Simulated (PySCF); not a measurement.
Species: CH7OPSi.
SMILES: `CO[SiH2]P`

Four sets of settings were typed for PySCF runs (density fitting) on one GFN2-xTB geometry. Runs with no stated cap are allowed at least 80 cycles.

Question: One run ended without self-consistency. Which?
A. WP04/def2-TZVPP, DIIS off, at most 52 cycles
B. BP86/6-311+G(2d,p), IEF-PCM dichloromethane, fitting basis def2-qzvpp-jkfit
C. PBE0/pcSseg-1
D. PBE/def2-SVPD, grid level 4

Answer: A. The energy swings between two values 160 Eh apart, cycle after cycle, with a gradient of 4.3e+01 at cycle 52; DIIS was off. Go back to DIIS. Its energy and orbitals aren't self-consistent and shouldn't be used.

The end of its output:
```
cycle  47  E = -479.8754404311  dE = -1.573e+02  |g| = 3.139e+01  |ddm| = 3.929e+01
cycle  48  E = -322.5682241149  dE =  1.573e+02  |g| = 4.252e+01  |ddm| = 3.929e+01
cycle  49  E = -479.8754404311  dE = -1.573e+02  |g| = 3.139e+01  |ddm| = 3.929e+01
cycle  50  E = -322.5682241149  dE =  1.573e+02  |g| = 4.252e+01  |ddm| = 3.929e+01
cycle  51  E = -479.8754404311  dE = -1.573e+02  |g| = 3.139e+01  |ddm| = 3.929e+01
cycle  52  E = -322.5682241149  dE =  1.573e+02  |g| = 4.252e+01  |ddm| = 3.929e+01
SCF not converged, last energy = -322.5682241149
```

The others met their thresholds:

```json
{"settings": "BP86/6-311+G(2d,p), IEF-PCM dichloromethane, fitting basis def2-qzvpp-jkfit", "basis functions": "166", "SCF cycles": "10", "E (Eh)": "-748.5304", "HOMO (eV)": "-6.26", "LUMO (eV)": "-0.77", "dipole (D)": "0.46"}
{"settings": "PBE/def2-SVPD, grid level 4", "basis functions": "147", "SCF cycles": "13", "E (Eh)": "-747.6715", "HOMO (eV)": "-6.23", "LUMO (eV)": "-0.72", "dipole (D)": "0.38"}
{"settings": "PBE0/pcSseg-1", "basis functions": "117", "SCF cycles": "12", "E (Eh)": "-747.9784", "HOMO (eV)": "-7.38", "LUMO (eV)": "0.29", "dipole (D)": "0.26"}
```

Cycle counts include a coarse-grid stage where the run had one. All basis functions are spherical, in the Pople sets too.

The values belong to the conformer `[CH3:1][O:2][SiH2:3][PH2:4]`: C1–O2–Si3–P4 44°, H–P4–Si3–O2 180°, H–P4–Si3–O2 87°.
